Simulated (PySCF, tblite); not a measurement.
Isomers of C6H9N3. Computed values, GFN2-xTB/tblite, gas phase, harmonic and unscaled. Errors from tens to a few hundred cm⁻¹ against measured bands are possible. One conformer each.

Electronic energies: PBE0/pcSseg-1 single points on the GFN2-xTB geometries (PySCF, gas phase).

| SMILES | electronic energy, lowest = 0 (kcal/mol) |
| --- | --- |
| C=CCn1cnnc1C | 35.6 |
| CCc1ncnc(C)n1 | 0.0 |
| C=Cn1nnc(C)c1C | 40.4 |
| Cn1nncc1C1CC1 | 48.5 |

**Question.** How do GFN2-xTB zero-point energies change the relative energies?

**Answer.** 
| SMILES | ZPE (kcal/mol) | of it from modes above 1550 cm⁻¹ | electronic (kcal/mol) | with ZPE, lowest = 0 (kcal/mol) | lowest mode (cm⁻¹) | rings |
| --- | --- | --- | --- | --- | --- | --- |
| CCc1ncnc(C)n1 | 90.9 | 41.3 | 0.0 | 0.0 | 10 | 1 |
| C=CCn1cnnc1C | 90.7 | 43.9 | 35.6 | 35.5 | 42 | 1 |
| C=Cn1nnc(C)c1C | 90.3 | 44.0 | 40.4 | 39.8 | 47 | 1 |
| Cn1nncc1C1CC1 | 91.8 | 41.8 | 48.5 | 49.5 | 36 | 2 |

The zero-point energies span 1.5 kcal/mol, from `C=Cn1nnc(C)c1C` to `Cn1nncc1C1CC1`. The order is unchanged.

**Question.** And how do the electronic energies of GFN2-xTB itself compare?

**Answer.** `CCc1ncnc(C)n1` 0.0; `C=CCn1cnnc1C` 26.4; `C=Cn1nnc(C)c1C` 31.2; `Cn1nncc1C1CC1` 33.0 kcal/mol, lowest = 0. Against the energies above, taken from the same isomer `CCc1ncnc(C)n1`, the largest difference is 15.5 kcal/mol.
